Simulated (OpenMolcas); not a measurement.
## Fe: effect of the basis set

```json
{
 "Program": "OpenMolcas 26.06",
 "Method": "SS-CASPT2, IPEA 0.25 Eh, imaginary shift 0.1 Eh (closed shells correlated: 3s 3p 4s)",
 "Active space": "6 electrons in 5 orbitals (3d)",
 "State averaging": "2S+1 = 5 even, 5 roots; 2S+1 = 3 even, 45 roots; 2S+1 = 1 even, 50 roots (35 in the spin-orbit step)",
 "Spin-orbit coupling": "RASSI with atomic mean-field integrals over the reference wave functions, term energies averaged over their components"
}
```

A. ANO-R1 [5s4p2d1f], X2C, finite nucleus; CASPT2 step roughly 7 core-seconds
B. ANO-RCC-VTZP [6s5p3d2f1g], DKH2, point nucleus; CASPT2 step of the order of 17 core-seconds
C. ANO-L-VTZP [6s5p3d2f1g], non-relativistic, point nucleus; CASPT2 step of the order of 20 core-seconds
D. ANO-R2 [6s5p4d2f1g], X2C, finite nucleus; CASPT2 step about 20 core-seconds
E. ANO-RCC-VQZP [7s6p4d3f2g1h], DKH2, point nucleus; CASPT2 step about 50 core-seconds
F. ANO-R3 [7s5p5d3f2g1h], X2C, finite nucleus; CASPT2 step roughly 30 core-seconds

Energies in cm-1 above 3d6 4s2 5D4, the measured ground level; measured values from NIST Handbook of Basic Atomic Spectroscopic Data.

```csv
Level,A,B,C,D,E,F,Measured
3d6 4s2 5D4,0.0,0.0,0.0,0.0,0.0,0.0,0.0
3d6 4s2 5D3,427,428,435,427,427,428,416
3d6 4s2 5D2,727,727,739,726,725,727,704
3d6 4s2 5D1,920,920,935,917,916,919,888
3d6 4s2 5D0,1015,1014,1031,1011,1010,1013,978
3d6 4s2 3P2(1),18500,18300,18370,17860,17730,17590,18378
3d6 4s2 3P1(1),19740,19540,19640,19110,18980,18840,19552
3d6 4s2 3P0(1),20270,20070,20170,19630,19500,19370,20038
3d6 4s2 3H6,20390,19350,19540,19140,18800,18710,19390
3d6 4s2 3H5,20600,19560,19750,19350,19010,18920,19621
3d6 4s2 3H4,20750,19720,19910,19500,19160,19080,19788
3d6 4s2 3F4(1),21260,20590,20720,20170,20000,19860,20641
3d6 4s2 3F3(1),21460,20800,20940,20380,20210,20080,20874
3d6 4s2 3F2(1),21600,20950,21090,20530,20360,20230,21039
3d6 4s2 3G5,25000,23720,23940,23420,23130,23050,23784
3d6 4s2 3G4,25360,24090,24320,23790,23500,23420,24119
3d6 4s2 3G3,25540,24260,24500,23960,23670,23590,24339
3d6 4s2 1I6,31000,29370,29640,29040,28560,28420,29313
3d6 4s2 3D1,31180,29600,29860,29180,28980,28840,29320
3d6 4s2 3D2,31190,29620,29880,29190,29000,28860,29357
3d6 4s2 1G4,31310,30140,30380,29740,29340,29210,29799
3d6 4s2 3D3,31320,29740,30010,29320,29130,28990,29372
3d6 4s2 1S0,34560,33530,33750,32850,32650,32440,
3d6 4s2 1D2,36180,35120,35380,34560,34320,34140,34637
```

Deviations, from unrounded energies. A percentage is the sum of absolute deviations over the sum of measured energies, with the sign that they share, or ± where signs differ.

| Against measurement | Levels | A | B | C | D | E | F |
| --- | --- | --- | --- | --- | --- | --- | --- |
| mean absolute deviation (cm-1) | 22 | 880 | 120 | 220 | 250 | 460 | 560 |
| fine structure of the ground term (%) | 4 | +3.5 | +3.4 | +5.1 | +3.2 | +3.1 | +3.4 |
| other terms of the ground configuration (%) | 18 | +4.4 | ±0.6 | ±1.1 | -1.3 | -2.3 | -2.8 |

B lies closest to measurement on these levels and A furthest from it. The largest miss of B in the table is 3d6 4s2 1D2, by +480 cm-1. The ranking rests on the paired levels alone, and a cruder setting can come out closer through cancelling errors.

Among A to F the level of the table that moves most is 3d6 4s2 1I6, by 2600 cm-1 (lowest in F, highest in A). Moves below CASPT2's spread within the term are not significant.

CASPT2 breaks the degeneracy within a term, and the mean is taken; among the terms shown or strongly mixed into the levels shown the widest spread is 310 cm-1 (3d6 4s2 1I, F). Some high roots are left out of the spin-orbit mixing, which shifts the levels that they would mix with. With the s shell closed, the reference lacks s² → p², s² → d² and s → d mixing, so excited terms can stand far too high and out of order, with CASPT2 too. The CASPT2 spread within a term exceeds the gap to the next term for 3d6 4s2 1G and 3d6 4s2 3D, so the order of their levels is uncertain (figures for A; the like holds for E, F). Some levels mix across a computed gap that differs much from the measured one, so their mixing is not that of the real levels (holds for A). Measured partners are found by configuration, term and J. A level has none where our copy of the source lacks it or the pairing is in doubt (some pairs that miss far off the trend of their configuration count as doubtful), and it then counts in no deviation. Only configurations of the active space appear. Levels that lie high or do not pair safely by name in every column are left out.

A number in round brackets counts repeated terms of one configuration in the order of the reference energies.
